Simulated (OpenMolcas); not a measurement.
Re+: terms and fine structure

```
Program             : OpenMolcas
Method              : CASSCF
Basis               : ANO-RCC-VTZP [8s7p5d3f2g1h]
Scalar Hamiltonian  : DKH2, point nucleus
Active space        : 6 electrons in 6 orbitals (5d 6s)
State averaging     : 2S+1 = 7 even, 1 root; 2S+1 = 5 even, 35 roots; 2S+1 = 3 even, 55 roots; 2S+1 = 1 even, 10 roots
Spin-orbit coupling : state interaction with AMFI integrals over the reference wave functions, term energies averaged over their components
```

With spin-orbit coupling, above the lowest level:

| Configuration | Term | J | E (cm-1) | Measured (cm-1) | g | Term weight % | Second |
| --- | --- | --- | --- | --- | --- | --- | --- |
| 5d5 6s | 7S | 3 | 0.0 | 0.0 | 1.988 | 96 | 4 5P |
| 5d5 6s | 5D | 2 | 21705 |  | 1.560 | 64 | 11 5P |
| 5d5 6s | 5D | 3 | 22090 |  | 1.491 | 81 | 9 5P |
| 5d5 6s | 5D | 4 | 22165 |  | 1.491 | 95 |  |
| 5d5 6s | 5D | 1 | 22836 |  | 1.525 | 89 | 4 5P |
| 5d5 6s | 5D | 0 | 23097 |  |  | 91 | 6 3P |
| 5d5 6s | 5G | 2 | 25325 |  | 0.659 | 72 | 16 5S |
| 5d5 6s | 5S | 2 | 25463 |  | 1.625 | 58 | 23 5D |
| 5d5 6s | 5G | 3 | 25872 | 19140 | 0.971 | 84 | 7 3F(2) |
| 5d5 6s | 5G | 4 | 26472 | 20463 | 1.166 | 91 | 3 3F(2) |
| 5d5 6s | 5G | 5 | 27051 | 20976 | 1.270 | 97 | 3 5F |
| 5d5 6s | 5G | 6 | 27373 | 20782 | 1.333 | 99 |  |
| 5d5 6s | 5P | 3 | 30120 |  | 1.497 | 44 | 33 3D |
| 5d5 6s | 5P | 1 | 31112 |  | 2.402 | 91 | 4 5D |
| 5d5 6s | 5P | 2 | 31176 |  | 1.683 | 63 | 13 3D |
| 5d5 6s | 3D | 2 | 31835 |  | 1.316 | 56 | 16 3P |
| 5d5 6s | 1S | 0 | 32475 |  |  | 73 | 20 3P |
| 5d5 6s | 3D | 1 | 32549 |  | 0.628 | 81 | 7 3P |
| 5d6 | 5D | 4 | 33281 |  | 1.306 | 38 | 25 5d5 6s 3F(1) |
| 5d5 6s | 3D | 3 | 34476 |  | 1.424 | 39 | 33 5d6 5D |
| 5d5 6s | 3G | 5 | 35536 |  | 1.210 | 89 | 7 5F |
| 5d5 6s | 3G | 3 | 35880 |  | 1.027 | 47 | 21 3F(1) |

Against the 4 measured excited levels shown (NIST Handbook of Basic Atomic Spectroscopic Data) the mean absolute deviation is 6400 cm-1; the largest miss in energy is 5d5 6s 5G3: computed 25872, measured 19140 cm-1 (+35.2 %).

Spin-orbit coupling puts the lowest level 1270 cm-1 below the lowest spin-free term.

Without dynamic correlation excited terms often stand tens of per cent too high (terms of higher spin than the ground term too low), and those without a measured partner can miss by more than the paired ones. A single d shell beside an s shell can misplace configurations of different d count against each other. Computed and measured levels are paired by configuration, term and J; levels that our copy of the source lacks, or whose pairing is in doubt (as where it misses far off the trend of its configuration), stay unpaired and out of the deviations. Levels of configurations outside the active space are missing. The first state left out of the spin-orbit step lies near 45000 cm-1 above the lowest spin-free state of the reference (among the parities and spins computed), and the list stops at four fifths of that energy or lower.

The RASSCF and RASSI steps took 3.8 min on 1 thread of AMD EPYC 7R43 64-Core Processor (Zen 3), with other jobs on the host; the integral step is not counted.

The term weight is that of the spin-free term in the level, not the purity of its configuration. A number in round brackets counts repeated terms of one configuration in the order of the reference energies.
